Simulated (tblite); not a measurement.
Q: Write Cartesian coordinates for `C=CCO[Si@@H]([SiH3])C#N` as optimised with GFN2-xTB.

A: 
```xyz
17
C4H9NOSi2 angstrom
C      3.1643    0.8200   -0.6905
C      2.2499    0.7108    0.2535
C      1.3107   -0.4462    0.3888
O      0.0023    0.0289    0.5773
Si    -1.3988   -0.7737    0.7000
Si    -2.9370    0.9322    0.7592
C     -1.5874   -1.8999   -0.7952
N     -1.6931   -2.5569   -1.7290
H      3.8287    1.6652   -0.7428
H      3.2947    0.0588   -1.4420
H      2.1184    1.4827    0.9993
H      1.3478   -1.0867   -0.4994
H      1.5970   -1.0538    1.2591
H     -1.3414   -1.7853    1.7729
H     -2.9760    1.7532   -0.4530
H     -2.7262    1.8344    1.8949
H     -4.2610    0.3285    0.9303
```

Orientation and origin are arbitrary. Atoms count from 1 in this order. Si6 (SiH3 silicon) is distorted tetrahedral (angles from 107.0° to 114.4°). Si5 (oxygen-bound silicon) is distorted tetrahedral (angles from 99.9° to 121.1°). Of the pairs four or more bonds apart, H10···H12 is among the closest relative to their van der Waals radii: 2.45 Å, 102 % of the sum of Bondi's values. The C–C distances run from 1.319 Å (C1=C2, drawn double) to 1.496 Å (C2–C3, drawn single), a spread of 0.177 Å.

Bonds between heavy atoms (Å): C1=C2 1.319, C2–C3 1.496, C3–O4 1.405, O4–Si5 1.619, Si5–Si6 2.298, Si5–C7 1.881, C7≡N8 1.147.

Structure optimised with GFN2-xTB, isolated species.

Point group: C1 (no symmetry element, even within 0.4 Å). Its GFN2-xTB frequencies are all real (lowest 20 cm⁻¹). One conformer, not necessarily the lowest (C1–C2–C3–O4 -132°, C2–C3–O4–Si5 176°, C3–O4–Si5–Si6 -174°).

These are computed values.
